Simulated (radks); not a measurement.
Values are calculated unless marked as measured or tabulated.
Problem. These are the eigenvalues of the occupied orbitals of an atom or ion with whole-number occupations (hartree). Code: a radial shooting solver on a logarithmic mesh with Libxc functionals. Model: scalar-relativistic Kohn-Sham, PBEsol, spin-unpolarised, spherical densities, point nucleus.

1s: -3056.702
2s: -542.2951
2p: -467.7020
3s: -129.1833
3p: -107.6380
3d: -84.98302
4s: -28.90390
4p: -21.84107
4d: -13.46840
5s: -4.99672
4f: -4.18378
5p: -3.08947
5d: -0.96814
6s: -0.72375
6d: -0.15269

Which element is it, and in what charge state? The configuration may be excited.

Solution. Z = 80, mercury, charge +1: Hg+ in [Xe] 4f14 5d9 6s1 6d1. The list shows which subshells hold electrons but not how many an open one holds; the 1s level, -3056.7 hartree, gives Z - s = 78.2 by -(Z - s)^2/2, which with screening and relativity narrows Z to a few neighbours, and the depths of the outer levels then fix element, charge and occupations together.
